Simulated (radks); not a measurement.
Task: The mean radii <r> (bohr) of the occupied orbitals of an atom or ion are listed with their occupations. All-electron calculation, non-relativistic Kohn-Sham, Slater X-alpha with alpha = 0.849, spin-polarised, spherical densities, point nucleus. Program: a radial shooting solver on a logarithmic mesh with Libxc functionals.

| orbital | occ. | <r> |
|---|---|---|
| 1s up | 1 | 0.03237 |
| 1s down | 1 | 0.03237 |
| 2s down | 1 | 0.1403 |
| 2s up | 1 | 0.1403 |
| 2p down | 3 | 0.1197 |
| 2p up | 3 | 0.1197 |
| 3s down | 1 | 0.3799 |
| 3s up | 1 | 0.3799 |
| 3p down | 3 | 0.3713 |
| 3p up | 3 | 0.3713 |
| 3d down | 5 | 0.3429 |
| 3d up | 5 | 0.3429 |
| 4s down | 1 | 0.9359 |
| 4s up | 1 | 0.9365 |
| 4p down | 3 | 1.004 |
| 4p up | 3 | 1.006 |
| 4d up | 5 | 1.372 |
| 4d down | 5 | 1.337 |
| 5s up | 1 | 3.173 |

Name the element and its charge. Open shells, if any, are filled with parallel spins first.

Result: Z = 47, silver, charge 0: Ag in [Kr] 4d10 5s1. The 1s radius gives Z: for a bare nucleus <r> = 1.5/Z, 0.03191 bohr for Z = 47, and screening makes it slightly larger (0.03237 here). The occupations add up to 47, and the charge is Z minus that.
